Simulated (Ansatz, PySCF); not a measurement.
System: C₂H₃Cl₂, net charge 0, doublet state. SMILES: [CH](CCl)Cl
Structure (B3LYP-D3(BJ)/def2-TZVP (Ansatz, a first-principles code) minimum search):
```xyz
7

C      0.5824    -0.7859     0.4126
C     -0.8011    -0.4146     0.6569
Cl    -1.6377     0.1690    -0.9037
Cl     1.7993     0.4070     0.3901
H      0.8612    -1.7377    -0.0133
H     -0.9041     0.4150     1.3491
H     -1.3931    -1.2668     0.9784
```
Charge 0, spin multiplicity 2.

Property: atomisation energy, in kcal/mol. Terms: 6-311+G** with 5d, 6d on Na to Ar in Ansatz; atomisation electronic, to ground-state atoms; frozen cores in correlated levels; non-relativistic; open shells spin-unrestricted; 6-31G* and kin with 6d, 5d where marked; no spin-orbit coupling; dispersion terms only where a functional's name holds one. CBS marks a two-point X^-3 extrapolation of the correlation energy; Hartree-Fock from the larger set. The bracket is a focal-point correction in the basis named. Ab initio and DFT rows: single points at B3LYP-D3(BJ) geometries (Ansatz).

Coupled cluster (Ansatz) is a level with limits of its own, used here on species with T1 under 0.025 (0.045 for open shells) and stable references: RI-MP2/CBS(aug-cc-pV(T+d)Z,aug-cc-pV(Q+d)Z)+[CCSD(T)-MP2]/aug-cc-pV(T+d)Z.

Value to compare with, RI-MP2/CBS(aug-cc-pV(T+d)Z,aug-cc-pV(Q+d)Z)+[CCSD(T)-MP2]/aug-cc-pV(T+d)Z (Ansatz): 564.9 kcal/mol.

```json
[
 {"level": "PBE/STO-3G", "program": "Ansatz", "atomisation energy (kcal/mol)": "675.4", "difference": "110.5"},
 {"level": "BP86/def2-SVP", "program": "PySCF", "atomisation energy (kcal/mol)": "586.1", "difference": "21.2"},
 {"level": "B3LYP/3-21G", "program": "Ansatz", "atomisation energy (kcal/mol)": "532.2", "difference": "-32.7"},
 {"level": "B3LYP/6-31+G*", "program": "Ansatz", "atomisation energy (kcal/mol)": "553.0", "difference": "-11.9"},
 {"level": "MP2/3-21G", "program": "Ansatz", "atomisation energy (kcal/mol)": "459.4", "difference": "-105.5"},
 {"level": "MP2/6-311+G**", "program": "Ansatz", "atomisation energy (kcal/mol)": "537.4", "difference": "-27.5"},
 {"level": "r2SCAN-D4/def2-TZVPD", "program": "Ansatz + dftd4", "atomisation energy (kcal/mol)": "574.5", "difference": "9.6"},
 {"level": "B3LYP/def2-TZVPD", "program": "Ansatz", "atomisation energy (kcal/mol)": "559.7", "difference": "-5.2"}
]
```

Among the 6 habitual levels, PBE/STO-3G lies farthest from RI-MP2/CBS(aug-cc-pV(T+d)Z,aug-cc-pV(Q+d)Z)+[CCSD(T)-MP2]/aug-cc-pV(T+d)Z (Ansatz) (110.5 kcal/mol) and B3LYP/6-31+G* nearest (-11.9); 2 of 6 lie above it, and their mean absolute difference is 51.5 kcal/mol, the median 30.1. One case shows no general order.

The levels are drawn from those run, B3LYP/6-31G* more often than the rest, none by its result; left out are runs that failed, that the program found above a lower state of the same kind, or whose <S^2> lies over 0.5 above the pure value.
